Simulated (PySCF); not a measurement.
Species: CH6BN3O.
Atom-mapped SMILES: `[NH2:1][B:2]([NH2:3])[NH:4][CH:5]=[O:6]` (hydrogens: H7, H8 on N1; H9, H10 on N3; H11 on N4; H12 on C5)

Geometry (PBE0-D3(BJ)/def2-SVP, Å), atoms numbered from 1 in this order:
```
atom  x, y, z in Å
N1    -1.7343   -0.7569    0.2726
B2    -0.5442    0.0100    0.1596
N3    -0.4343    1.3569    0.5431
N4     0.6430   -0.6642   -0.4039
C5     1.8740   -0.1234   -0.5991
O6     2.2068    1.0115   -0.3319
H7    -2.5848   -0.3839    0.6665
H8    -1.7934   -1.7399    0.0539
H9     0.4499    1.8351    0.4136
H10   -1.1914    1.8998    0.9280
H11    0.5657   -1.6296   -0.6990
H12    2.5989   -0.8458   -1.0499
```

Jobs on this species (12 atoms, 46 electrons) with PySCF (density fitting). Hardware of each: one thread of an Arm Neoverse V2, shared host. The host was shared with other jobs, so the times are rough. Peak memory is the resident size of the whole Python process, interpreter and libraries included.

```json
{"level and settings": "delta-SCF UKS SCAN, pcX-2 on the ionised atom, pcseg-1 elsewhere, spin-free X2C", "work": "ΔSCF core ionisation, 5 holes", "basis functions": "145", "SCF cycles": "?", "wall time": "?", "peak memory": "?"}
{"level and settings": "delta-SCF UKS B3LYP, pcX-2 on the ionised atom, pcseg-1 elsewhere, spin-free X2C", "work": "ΔSCF core ionisation, 5 holes", "basis functions": "145", "SCF cycles": "?", "wall time": "?", "peak memory": "?"}
{"level and settings": "delta-SCF UKS SCAN, pcX-2 on the ionised atom, pcseg-1 elsewhere, non-relativistic", "work": "ΔSCF core ionisation, 5 holes", "basis functions": "145", "SCF cycles": "?", "wall time": "?", "peak memory": "?"}
{"level and settings": "delta-SCF UKS PBE0, pcX-2 on the ionised atom, pcseg-1 elsewhere, spin-free X2C", "work": "ΔSCF core ionisation, 5 holes", "basis functions": "145", "SCF cycles": "82", "wall time": "29 s", "peak memory": "0.55 GiB"}
{"level and settings": "delta-SCF UKS SCAN, pcX-1 on the ionised atom, pcseg-1 elsewhere, spin-free X2C", "work": "ΔSCF core ionisation, 5 holes", "basis functions": "124", "SCF cycles": "93", "wall time": "23 s", "peak memory": "0.55 GiB"}
{"level and settings": "delta-SCF UKS SCAN, def2-TZVP on the ionised atom, pcseg-1 elsewhere, spin-free X2C", "work": "ΔSCF core ionisation, 5 holes", "basis functions": "131", "SCF cycles": "93", "wall time": "26 s", "peak memory": "0.55 GiB"}
{"level and settings": "delta-SCF UKS PBE, pcX-2 on the ionised atom, pcseg-1 elsewhere, spin-free X2C", "work": "ΔSCF core ionisation, 5 holes", "basis functions": "145", "SCF cycles": "90", "wall time": "16 s", "peak memory": "0.55 GiB"}
{"level and settings": "delta-SCF UKS HF, pcX-2 on the ionised atom, pcseg-1 elsewhere, spin-free X2C", "work": "ΔSCF core ionisation, 5 holes", "basis functions": "145", "SCF cycles": "84", "wall time": "18 s", "peak memory": "0.55 GiB"}
{"level and settings": "PBE0-D3(BJ)/def2-SVP, grid level 1", "work": "geometry optimisation from a GFN2-xTB start shaken at random", "basis functions": "114", "SCF cycles": "78", "wall time": "41 s", "peak memory": "0.47 GiB"}
```

Fill in the missing figures.

- delta-SCF UKS SCAN, pcX-2 on the ionised atom, pcseg-1 elsewhere, spin-free X2C; ΔSCF core ionisation, 5 holes: 27 s, 0.50 GiB, 93 SCF cycles
- delta-SCF UKS B3LYP, pcX-2 on the ionised atom, pcseg-1 elsewhere, spin-free X2C; ΔSCF core ionisation, 5 holes: 30 s, 0.55 GiB, 84 SCF cycles
- delta-SCF UKS SCAN, pcX-2 on the ionised atom, pcseg-1 elsewhere, non-relativistic; ΔSCF core ionisation, 5 holes: 26 s, 0.55 GiB, 93 SCF cycles

What do all jobs in the table cost together?

About 3.9 min; the longest takes about 17 % of that, and about 2.6 times as long as the shortest.
